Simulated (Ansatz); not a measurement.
`C[NH][Al]([CH3])[F]` + `C[NH][GeH2][Cl]` → `C[NH][Al]([F])[Cl]` + `C[NH][GeH2][CH3]`  (redistribution)

Gas-phase electronic energies from Ansatz, PBE0-D4/def2-TZVP geometries. CCSD(T)/CBS adds triple-zeta CCSD(T) − MP2 to the extrapolated MP2 energy (def2 sets, frozen cores). DFT in def2-TZVPP. HSE06 is defined as in plane-wave codes. For Ge outer-core shells are correlated without core-valence functions, which leaves a few kJ/mol of doubt a bond. Scalar relativity is left out up to krypton. Each species was taken in one conformer, which may not be the lowest.

```csv
level,ΔE (kcal/mol),difference from CCSD(T)/CBS
revPBE-D4,-10.9,2.6
BLYP-D4,-10.5,3.0
PBE0-D4,-11.6,1.9
HSE06-D4,-11.6,1.9
BHLYP-D4,-12.4,1.1
ωB97X-V,-12.2,1.3
ωB97M-V,-11.8,1.7
r2SCANh,-12.3,1.2
BHLYP,-12.4,1.1
CAM-B3LYP,-11.9,1.6
LC-ωPBE,-12.6,0.9
HF/def2-SVP,-13.2,0.3
CCSD(T)/def2-SVP,-13.0,0.5
SCS-MP2/def2-TZVPP,-13.7,-0.2
CCSD/def2-TZVPP,-13.8,-0.3
HF/CBS(def2),-13.3,0.2
CCSD(T)/CBS,-13.5,0
```

Largest T1 diagnostic among the species: 0.011.

From BLYP to BHLYP (50 % exact exchange), in def2-TZVPP and without D4, ΔE moves by −2.0 kcal/mol. Leaving LDA and LC-ωPBE aside and taking each functional with its dispersion term where it has one, the values, not all of them listed here, spread over 2.5 kcal/mol, from PBE-QIDH to PBE-D4.
